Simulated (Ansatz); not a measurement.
C$_{3}$H$_{7}$ (SMILES C[CH]C), doublet, at a GFN2-xTB geometry; SVWN5/pcseg-1 (Ansatz, a first-principles code).

Here is a job for Ansatz.
Ansatz 0.2 input:
```yaml
crystal:
  periodic: [false, false, false]
  atoms:
    - {symbol: C, position_ang: [-0.08073437, 0.51425383, 0.00202403]}
    - {symbol: C, position_ang: [0.04477701, -0.19753283, 1.29093157]}
    - {symbol: C, position_ang: [0.04445320, -0.18802225, -1.29225504]}
    - {symbol: H, position_ang: [-0.46360008, 1.52072873, 0.00525132]}
    - {symbol: H, position_ang: [0.40419944, 0.47041680, 2.07407067]}
    - {symbol: H, position_ang: [0.43018374, 0.47888266, -2.06403124]}
    - {symbol: H, position_ang: [-0.92265236, -0.59238384, 1.63168364]}
    - {symbol: H, position_ang: [0.72527311, -1.04407116, 1.20462375]}
    - {symbol: H, position_ang: [0.70335913, -1.05117986, -1.20587517]}
    - {symbol: H, position_ang: [-0.92773804, -0.55458579, -1.64992641]}
basis:
  gaussian:
    orbitals: pcseg-1.json
hamiltonian:
  xc: {name: SVWN5}
magnetization: {spin_polarized: true, initial_magnetization: 1}
scf: {lower_state_search: off}
```
The basis file holds pcseg-1 in the JSON format of the Basis Set Exchange.

It wrote (shortened):

```
Functional definition: SVWN5
these checks for a lower state are left out or cut short: stability, starts, cluster_reference, orbital_swaps, neighbouring_geometries, increment
885 factors; their error is unknown
mean field evaluation 1: about -3179.1350 eV, gradient 4.9e1 eV
mean field evaluation 2: about -3162.7996 eV, gradient 7.2e1 eV
mean field evaluation 4: about -3191.8317 eV, gradient 3.8e0 eV
mean field evaluation 8: about -3191.8433 eV, gradient 3.7e-2 eV
mean field evaluation 16: about -3191.8434 eV, gradient 8.0e-5 eV
mean field -3191.84335021 eV, -117.2980796110 hartree, gradient 4.8e-6 eV, S^2 0.751977; 0 other end points of the search recorded, 0 dependent functions left out
reference -3191.84338119 eV, -117.2980807496 hartree; 13, 12 occupied and 64, 65 virtual orbitals, 885 factors
Total energy: -3191.84338119 eV, -117.2980807496 hartree
Checks for a lower state left out: stability, starts, cluster_reference, orbital_swaps, neighbouring_geometries, increment
```
